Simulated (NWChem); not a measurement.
Molecule: C5H2FN; SMILES C#C/C=C(/F)C#N

Question: Give the equilibrium geometry at PBE-D3(BJ)/def2-SVP (NWChem) as a Z-matrix, with the point group.

Answer: point group Cs; any orientation.
```
C
C 1 1.3633
F 2 1.3405 1 120.33
H 1 1.1039 2 116.37 3 0.00
C 1 1.4114 4 119.26 2 180.00
C 5 1.2266 4 152.39 1 180.00
H 6 1.0815 4 163.00 1 180.00
C 2 1.4307 3 114.56 1 180.00
N 8 1.1743 3 147.27 2 180.00
```
